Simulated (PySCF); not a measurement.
## Correlation energy of In (indium, neutral)

[Kr] 4d10 5s2 6s1, 2S determinant (an excited configuration). Computed with PySCF 2.14 in aug-cc-pV5Z-PP with ECP28MDF, with scalar relativity through the core potential. Frozen: 4s2 4p6 4d10; 3 electrons correlated.

MP2 pair energies summed by pair of shells (mhartree):

```csv
pair,energy,share (%)
5s-5s,-24.75,83.4
5s-6s,-4.92,16.6
```

Total MP2 correlation energy: -29.67 mhartree.

Same-spin part -1.88 and opposite-spin part -27.79 mhartree; SCS-MP2 scales them by 1/3 and 6/5 to -33.98 mhartree.
